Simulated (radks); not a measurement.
The numbers below are computed, except where a source is named.
Charge is removed step by step from the 4d down level of the indium ion In+, starting from [Kr] 4d(up 5, down 5) 5s2. Level of theory: scalar-relativistic Kohn-Sham, LDA (Slater exchange, Perdew-Wang correlation), spin-polarised, spherical densities, finite nucleus; Fermi nuclear charge, rms radius 4.6156 fm (a radial shooting solver on a logarithmic mesh with Libxc functionals).

removed (e)  E - E(0) (eV)  eigenvalue (eV)  E minus straight line (eV)
0                    0.000          -26.257                       0.000
0.25                 7.004          -29.803                      -1.372
0.5                 14.907          -33.449                      -1.845
0.75                23.733          -37.188                      -1.396
1                   33.505          -41.016                       0.000

Removing the whole electron costs 33.505 eV by Delta-SCF, against 26.257 eV from minus the eigenvalue at the starting occupation. Slater's transition state (half an electron removed) gives 33.449 eV. Integrating minus the eigenvalue over the occupation (Janak's theorem) gives 33.511 eV. In this scalar-relativistic scheme the density is built from large components alone, so the theorem holds only approximately. The mean slope of the eigenvalue, de/dn, is 14.8 eV per electron.
